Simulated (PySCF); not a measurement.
## A survey of 19F NMR shifts

[PySCF 2.14: GFN2-xTB structure; PBE0/pcSseg-1 with gauge-including orbitals; isolated molecule; one computed conformer; equivalent nuclei averaged; no relativistic terms]

Shieldings were converted by a linear fit to measured shifts: 19F (scatter 6.0 ppm rms, 7.0 ppm with the 5 outliers that the fit left out vs CFCl3, solution or neat liquid, with a term for F on sp3 carbon). Occasional misses reach two or three times the rms, and more in compound classes unlike the fitted ones.

**Question.** Give the 19F shifts of `FC(F)=C(F)/C=C/[C@@H]1C[SiH2]1`, `O=CN[C@@H]1C=COC=C1F`, `FC(F)(F)CC1=CC=C[SiH2]1`, `FC(F)[Si@H](Cl)C1=C(Cl)CC1`, `C#C[Si@@H]1CC[C@H]1C(F)(F)F`, `O=C(Cl)C(F)(F)C(F)(F)C(F)(F)F`, `FC(F)(F)C[C@H]([SiH3])[SiH2]P`.

**Answer.** 
| compound | environment | δ (ppm) |
| --- | --- | --- |
| [F:1][C:2]([F:3])=[C:4]([F:5])/[CH:6]=[CH:7]/[C@@H:8]1[CH2:9][SiH2:10]1 | F3: vinylic fluorine | -107.6 |
| [F:1][C:2]([F:3])=[C:4]([F:5])/[CH:6]=[CH:7]/[C@@H:8]1[CH2:9][SiH2:10]1 | F1: vinylic fluorine | -122.2 |
| [F:1][C:2]([F:3])=[C:4]([F:5])/[CH:6]=[CH:7]/[C@@H:8]1[CH2:9][SiH2:10]1 | F5: vinylic fluorine | -188.6 |
| O=CN[C@@H]1C=COC=C1F | vinylic fluorine | -155.8 |
| FC(F)(F)CC1=CC=C[SiH2]1 | fluorine of a CF3 group (×3) | -66.3 |
| [F:1][CH:2]([F:3])[Si@H:4]([Cl:5])[C:6]1=[C:7]([Cl:8])[CH2:9][CH2:10]1 | F1: fluorine of a CF2 group | -131.6 |
| [F:1][CH:2]([F:3])[Si@H:4]([Cl:5])[C:6]1=[C:7]([Cl:8])[CH2:9][CH2:10]1 | F3: fluorine of a CF2 group | -135.1 |
| C#C[Si@@H]1CC[C@H]1C(F)(F)F | fluorine of a CF3 group (×3) | -67.0 |
| [O:1]=[C:2]([Cl:3])[C:4]([F:5])([F:6])[C:7]([F:8])([F:9])[C:10]([F:11])([F:12])[F:13] | F11/12/13: fluorine of a CF3 group (×3) | -76.2 |
| [O:1]=[C:2]([Cl:3])[C:4]([F:5])([F:6])[C:7]([F:8])([F:9])[C:10]([F:11])([F:12])[F:13] | F5/6: fluorine of a CF2 group (×2) | -115.0 |
| [O:1]=[C:2]([Cl:3])[C:4]([F:5])([F:6])[C:7]([F:8])([F:9])[C:10]([F:11])([F:12])[F:13] | F8/9: fluorine of a CF2 group (×2) | -122.5 |
| FC(F)(F)C[C@H]([SiH3])[SiH2]P | fluorine of a CF3 group (×3) | -67.5 |
